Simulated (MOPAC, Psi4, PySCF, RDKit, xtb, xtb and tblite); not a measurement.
Two geometries of SMILES S[SiH2]N, relaxed at GFN2-xTB with one dihedral held; other torsions can differ between them too.

Structure A

```
8

N     -1.1229    -0.6655    -0.2966
Si     0.0099     0.6262    -0.1387
S      0.0416     1.6569    -2.0284
H     -2.0865    -0.4869    -0.0590
H     -0.8577    -1.5564     0.0935
H     -0.3083     1.6634     0.8305
H      1.3162     0.0162     0.0684
H     -0.0850     0.5734    -2.7762
```

Structure B

```
8

N     -1.1126    -0.6271     0.0660
Si    -0.1362     0.7822     0.0220
S     -1.3191     2.3195     0.9536
H     -2.1168    -0.5530     0.0355
H     -0.7997    -1.4788    -0.3671
H      1.0446     0.5210     0.8332
H      0.1790     1.3613    -1.2784
H     -1.5436     1.6624     2.0802
```

Q: Which is lower in energy at the level DF-MP2 (frozen core)/cc-pVTZ // GFN2-xTB in Psi4, and by how much?

A: B is lower, by 1.37 kJ/mol (dihedral H4–N1–Si2–S3: -90° in A, 30° in B).

E(B) − E(A) in kJ/mol at the other levels, on the same two geometries: GFN2-xTB (xtb and tblite) -6.12; MMFF94 // GFN2-xTB (RDKit) 3.05; PBE/def2-TZVP // GFN2-xTB (Psi4) -0.41; PBE-D3(BJ)/def2-TZVP // GFN2-xTB (Psi4) -0.58; r2SCAN/def2-TZVP // GFN2-xTB (Psi4) -1.11; HF/cc-pVTZ // GFN2-xTB (Psi4) -2.25; UFF // GFN2-xTB (RDKit) 12.87; PM7, restricted, heats of formation // GFN2-xTB (MOPAC) 7.74; PM6, restricted, heats of formation // GFN2-xTB (MOPAC) -5.22; GFN1-xTB // GFN2-xTB (xtb) -9.22; restricted B3LYP/6-31G*, spherical d // GFN2-xTB (PySCF) 0.52; restricted B3LYP/LANL2DZ, with its core potentials past Ne // GFN2-xTB (PySCF) -2.93; restricted Hartree-Fock/STO-3G // GFN2-xTB (PySCF) 5.28; restricted MP2 (frozen core)/6-31G*, spherical d // GFN2-xTB (PySCF) -0.11.
